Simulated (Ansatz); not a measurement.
Total energies of `B[SiH](O)[SiH3]`.

Cartesian coordinates in Å:
```
B -1.067 1.152 -1.249
Si -0.753 -0.251 0.117
O -1.381 0.156 1.597
Si 1.596 -0.496 0.210
H -1.441 2.256 -0.987
H -0.784 0.908 -2.386
H -1.274 -1.580 -0.332
H -1.238 -0.459 2.318
H 2.282 0.809 0.409
H 1.961 -1.384 1.351
H 2.099 -1.112 -1.048
```

Total charge 0; spin multiplicity 1. All single points use the PBE0-D4/def2-TZVP geometry. It is one conformer, not always the lowest. Basis def2-TZVPP, the Gaussian-basis code of Ansatz.

RPA on PBE orbitals: Hartree–Fock energy of these orbitals -681.49954 Eh, correlation -1.07138 Eh (frozen core).

```csv
functional,kind,energy without D4 (Eh),D4 term (kJ/mol)
LDA (SPW92),LDA,-680.11535,–
PBE,GGA,-682.88593,-21.7
revPBE,GGA,-683.16882,-59.4
BLYP,GGA,-683.28026,-46.6
PBE0,"global hybrid, 25 % exact exchange",-682.95679,-18.5
B3LYP,"global hybrid, 20 %",-683.38070,-35.1
r2SCANh,"meta-GGA hybrid, 10 %",-683.20485,-5.7
r2SCAN0,"meta-GGA hybrid, 25 %",-683.19414,-6.4
LC-ωPBE,long-range corrected hybrid,-683.07838,–
B2PLYP,double hybrid,-683.00095,–
```

(1) Give the same for r2SCAN, B97M-V, HSE06 (plane-wave form), BHLYP, CAM-B3LYP, ωB97X-V, ωB97M-V, PBE-QIDH. (Best estimate.)

B3LYP takes the VWN-RPA correlation (the form of Gaussian; ORCA's B3LYP/G). HSE06 is the plane-wave form, built on full-range PBE exchange. The double hybrids freeze the cores in their second-order part.

## Answers

(1) Computed: 
```json
{"functional": "r2SCAN", "kind": "meta-GGA", "energy without D4 (Eh)": "-683.21271", "D4 term (kJ/mol)": "-5.3"}
{"functional": "B97M-V", "kind": "meta-GGA with VV10", "energy without D4 (Eh)": "-683.16666", "D4 term (kJ/mol)": "–"}
{"functional": "HSE06 (plane-wave form)", "kind": "screened hybrid", "energy without D4 (Eh)": "-682.93752", "D4 term (kJ/mol)": "-17.4"}
{"functional": "BHLYP", "kind": "global hybrid, 50 %", "energy without D4 (Eh)": "-683.27679", "D4 term (kJ/mol)": "-28.7"}
{"functional": "CAM-B3LYP", "kind": "range-separated hybrid", "energy without D4 (Eh)": "-683.29189", "D4 term (kJ/mol)": "-19.1"}
{"functional": "ωB97X-V", "kind": "range-separated hybrid GGA with VV10", "energy without D4 (Eh)": "-683.20343", "D4 term (kJ/mol)": "–"}
{"functional": "ωB97M-V", "kind": "range-separated hybrid meta-GGA with VV10", "energy without D4 (Eh)": "-683.22548", "D4 term (kJ/mol)": "–"}
{"functional": "PBE-QIDH", "kind": "double hybrid", "energy without D4 (Eh)": "-682.77214", "D4 term (kJ/mol)": "–"}
```

LC-ωPBE has ω = 0.4 bohr⁻¹.
